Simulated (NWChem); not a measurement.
System: C2H4ClF; SMILES F[C@H](C)Cl

NWChem input:

```
start job
memory heap 200 mb stack 900 mb global 1100 mb
geometry units angstroms noautosym nocenter noautoz
  C     -1.169159    -1.122788    -0.132993
  C      0.056118    -0.422179     0.381494
  F      1.170023    -0.980386    -0.149450
  Cl     0.022386     1.316947    -0.041965
  H     -1.212817    -1.038506    -1.227842
  H     -1.122265    -2.186911     0.142741
  H     -2.077448    -0.680292     0.296398
  H      0.141817    -0.459042     1.478293
end
basis spherical
  * library 6-31+g*
end
dft
  xc pbe0
  iterations 150
end
property
  response 1 0.0
end
task dft property
```

Output (shortened):

```
             Northwest Computational Chemistry Package (NWChem) 7.3.0
             --------------------------------------------------------

                             Geometry "geometry" -> ""
                             -------------------------

 Output coordinates in angstroms (scale by  1.889725989 to convert to a.u.)

  No.       Tag          Charge          X              Y              Z
 ---- ---------------- ---------- -------------- -------------- --------------
    1 C                    6.0000    -1.16915900    -1.12278800    -0.13299300
    2 C                    6.0000     0.05611800    -0.42217900     0.38149400
    3 F                    9.0000     1.17002300    -0.98038600    -0.14945000
    4 Cl                  17.0000     0.02238600     1.31694700    -0.04196500
    5 H                    1.0000    -1.21281700    -1.03850600    -1.22784200
    6 H                    1.0000    -1.12226500    -2.18691100     0.14274100
    7 H                    1.0000    -2.07744800    -0.68029200     0.29639800
    8 H                    1.0000     0.14181700    -0.45904200     1.47829300

 Effective nuclear repulsion energy (a.u.)     166.3588109906

                              NWChem Property Module
                              ----------------------

                                 NWChem DFT Module
                                 -----------------

 Summary of "ao basis" -> "ao basis" (spherical)
 ------------------------------------------------------------------------------
       Tag                 Description            Shells   Functions and Types
 ---------------- ------------------------------  ------  ---------------------
 C                          6-31+g*                  8       18   4s3p1d
 F                          6-31+g*                  8       18   4s3p1d
 Cl                         6-31+g*                 10       22   5s4p1d
 H                          6-31+g*                  2        2   2s

            General Information
            -------------------
          SCF calculation type: DFT
          Wavefunction type:  closed shell.
          No. of atoms     :     8
          No. of electrons :    42
           Alpha electrons :    21
            Beta electrons :    21
          Charge           :     0
          Spin multiplicity:     1
          Use of symmetry is: off; symmetry adaption is: off
          Maximum number of iterations: 150
          AO basis - number of functions:    84
                     number of shells:    42
          Convergence on energy requested:  1.00D-06
          Convergence on density requested:  1.00D-05
          Convergence on gradient requested:  5.00D-04

              XC Information
              --------------
                         PBE0 Method XC Functional
                     Hartree-Fock (Exact) Exchange  0.250
          PerdewBurkeErnzerhof Exchange Functional  0.750
            Perdew 1991 LDA Correlation Functional  1.000 local
           PerdewBurkeErnz. Correlation Functional  1.000 non-local

             Grid Information
             ----------------
          Grid used for XC integration:  medium
          Radial quadrature: Mura-Knowles
          Angular quadrature: Lebedev.
          Tag              B.-S. Rad. Rad. Pts. Rad. Cut. Ang. Pts.
          ---              ---------- --------- --------- ---------
          C                   0.70       49          12.0       434
          F                   0.50       49          10.0       434
          Cl                  1.00       88          12.0       590
          H                   0.35       45          12.0       434
          Grid pruning is: on
          Number of quadrature shells:   415
          Spatial weights used:  Erf1

      Superposition of Atomic Density Guess
      -------------------------------------

 Sum of atomic energies:        -636.14941330

      Non-variational initial energy
      ------------------------------

 Total energy =    -637.813801
 1-e energy   =   -1207.691041
 2-e energy   =     403.518428
 HOMO         =      -0.366776
 LUMO         =       0.064449

   convergence    iter        energy       DeltaE   RMS-Dens  Diis-err
 ---------------- ----- ----------------- --------- --------- ---------
 d= 0,ls=0.0,diis     1   -638.2187715243 -8.05D+02  1.63D-02  7.67D-01
 d= 0,ls=0.0,diis     2   -638.1665333508  5.22D-02  8.84D-03  1.42D+00
 d= 0,ls=0.0,diis     3   -638.3078011759 -1.41D-01  8.34D-04  1.03D-02
 d= 0,ls=0.0,diis     4   -638.3083759920 -5.75D-04  4.86D-04  3.54D-03
 d= 0,ls=0.0,diis     5   -638.3086923607 -3.16D-04  1.43D-04  1.10D-04
  Resetting Diis
 d= 0,ls=0.0,diis     6   -638.3087051287 -1.28D-05  3.01D-05  4.77D-06
 d= 0,ls=0.0,diis     7   -638.3087057315 -6.03D-07  1.31D-05  4.84D-07
 d= 0,ls=0.0,diis     8   -638.3087057189  1.26D-08  6.97D-06  5.80D-07

         Total DFT energy =     -638.308705718935
      One electron energy =    -1210.127894706226
           Coulomb energy =      456.167858786432
    Exchange-Corr. energy =      -50.707480789774
 Nuclear repulsion energy =      166.358810990633

 Numeric. integr. density =       41.999998418918

                       DFT Final Molecular Orbital Analysis
                       ------------------------------------

 Vector   19  Occ=2.000000D+00  E=-3.829760D-01
              MO Center=  6.8D-02, -2.2D-01,  7.3D-02, r^2= 3.1D+00
   Bfn.  Coefficient  Atom+Function         Bfn.  Coefficient  Atom+Function
  ----- ------------  ---------------      ----- ------------  ---------------
    62      0.436727  4 Cl py                41     -0.262363  3 F  pz
    40      0.245501  3 F  py                23      0.188756  2 C  pz
    45     -0.176545  3 F  pz                58     -0.169459  4 Cl py
    44      0.168151  3 F  py                66      0.167489  4 Cl py
    22     -0.164549  2 C  py                83      0.160616  8 H  s

 Vector   20  Occ=2.000000D+00  E=-3.354546D-01
              MO Center=  3.2D-02,  1.1D+00, -2.6D-02, r^2= 1.7D+00
   Bfn.  Coefficient  Atom+Function         Bfn.  Coefficient  Atom+Function
  ----- ------------  ---------------      ----- ------------  ---------------
    61      0.599466  4 Cl px                63     -0.385685  4 Cl pz
    65      0.303480  4 Cl px                57     -0.232665  4 Cl px
    67     -0.195880  4 Cl pz                59      0.149735  4 Cl pz
    40     -0.144380  3 F  py                44     -0.102131  3 F  py
    62     -0.073557  4 Cl py                 4      0.073001  1 C  py

 Vector   21  Occ=2.000000D+00  E=-3.226807D-01
              MO Center= -1.3D-02,  9.4D-01,  3.9D-02, r^2= 2.1D+00
   Bfn.  Coefficient  Atom+Function         Bfn.  Coefficient  Atom+Function
  ----- ------------  ---------------      ----- ------------  ---------------
    63      0.546377  4 Cl pz                61      0.378559  4 Cl px
    67      0.285276  4 Cl pz                59     -0.211529  4 Cl pz
    65      0.197380  4 Cl px                84     -0.152484  8 H  s
    23     -0.146572  2 C  pz                57     -0.146536  4 Cl px
    62      0.140861  4 Cl py                 6      0.129458  1 C  s

 Vector   22  Occ=0.000000D+00  E= 1.247143D-02
              MO Center= -1.8D-01, -2.3D-01,  8.9D-01, r^2= 6.5D+00
   Bfn.  Coefficient  Atom+Function         Bfn.  Coefficient  Atom+Function
  ----- ------------  ---------------      ----- ------------  ---------------
    10      1.317458  1 C  s                 28     -1.265748  2 C  s
    68      1.169861  4 Cl s                 24     -0.678348  2 C  s
    30     -0.626005  2 C  py                31      0.616845  2 C  pz
    70     -0.529969  4 Cl py                26     -0.471763  2 C  py
    29      0.454008  2 C  px                46     -0.440991  3 F  s

 Vector   23  Occ=0.000000D+00  E= 2.067100D-02
              MO Center= -8.5D-01, -2.5D-02,  2.1D-02, r^2= 1.0D+01
   Bfn.  Coefficient  Atom+Function         Bfn.  Coefficient  Atom+Function
  ----- ------------  ---------------      ----- ------------  ---------------
    28      2.853477  2 C  s                 68     -1.133912  4 Cl s
    70      0.851508  4 Cl py                11     -0.524201  1 C  px
    12     -0.510650  1 C  py                30      0.506986  2 C  py
    64     -0.485631  4 Cl s                 24      0.421485  2 C  s
     6     -0.357136  1 C  s                 26      0.352398  2 C  py

 Vector   24  Occ=0.000000D+00  E= 3.743517D-02
              MO Center= -9.3D-01, -7.9D-01,  8.7D-02, r^2= 1.2D+01
   Bfn.  Coefficient  Atom+Function         Bfn.  Coefficient  Atom+Function
  ----- ------------  ---------------      ----- ------------  ---------------
    10      5.303183  1 C  s                 28     -4.537520  2 C  s
    11      1.867903  1 C  px                29      1.793995  2 C  px
    30      1.286030  2 C  py                12      1.139521  1 C  py
    31      0.976789  2 C  pz                13      0.844986  1 C  pz
    68     -0.840478  4 Cl s                 70      0.562226  4 Cl py

     Multipole analysis of the density
     ---------------------------------

     L   x y z        total         alpha         beta         nuclear
     -   - - -        -----         -----         ----         -------
     0   0 0 0     -0.000000    -21.000000    -21.000000     42.000000

[...]

 DFT Linear Response polarizability / au
 Frequency  =       0.0000000 / au
              X              Y              Z
 -----------------------------------------------
 X      33.3299925      1.1267930      0.1307594
 Y       1.1268062     44.9974205     -1.4382164
 Z       0.1307542     -1.4382074     31.9457392
 -----------------------------------------------
 Eigenvalues =      33.2699314     45.2566314     31.7465894
 Isotropic   =      36.7577174
 Anisotropic =      12.8164500
 -----------------------------------------------

 Magnetic Dipole Response Matrix (nonzero elements):

 Exiting AOResponse driver routine
```

Level: PBE0/6-31+G* (spherical d). Geometry: optimised at PBE0/def2-SVP.
